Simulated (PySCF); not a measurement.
Cl₂GeH₄OSi, SMILES O[Si](Cl)(Cl)[GeH3]. Geometry: ωB97X-D3(BJ)/def2-SVP. This is a generated structure with no PubChem entry under its InChIKey; it may be hypothetical. The values are those of a single conformer.

Computed equilibrium geometry at ωB97X-D3(BJ)/def2-SVP (PySCF confirms it by a frequency run) as Cartesian coordinates in Å, and its point group (one conformer of several):
point group Cs.
```xyz
9

O      0.7859     1.9517     0.0000
Si     0.5273     0.3238     0.0000
Cl     1.4186    -0.5342    -1.6517
Cl     1.4186    -0.5342     1.6517
Ge    -1.7747    -0.1126     0.0000
H      1.6954     2.2726     0.0000
H     -2.4171     0.4896     1.2556
H     -1.9739    -1.6333     0.0000
H     -2.4171     0.4896    -1.2556
```
Charge 0, spin multiplicity 1.
